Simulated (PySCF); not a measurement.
**How methods differ on the excitation energy of Tm⁺**

Tm⁺ [Xe] 4f13 6s1 (3F) → Tm⁺ [Xe] 4f12 6s1 6p1 (high-spin determinant), as a difference of total energies. Computed with PySCF 2.14 in cc-pVTZ-X2C (10s9p7d5f3g1h, 145 functions), with the spin-free X2C one-electron Hamiltonian (Gaussian nucleus). Correlated levels: valence: [Kr] 4d10 frozen; valence and next inner shell: [Ar] 3d10 frozen. The calculations carry no spin-orbit coupling.

```csv
method,excitation energy (cm⁻¹)
UHF,9366.7
MP2 (valence),54583
SCS-MP2 (valence),48742
MP2 (valence and next inner shell),59647
SCS-MP2 (valence and next inner shell),52390
```

The basis was made for the ground configuration and has no added diffuse functions, so the excitation energy can come out too high.

The determinant of the upper state mixes LS terms, which raises its energy above the lowest term, most at the Hartree-Fock and MP2 levels.
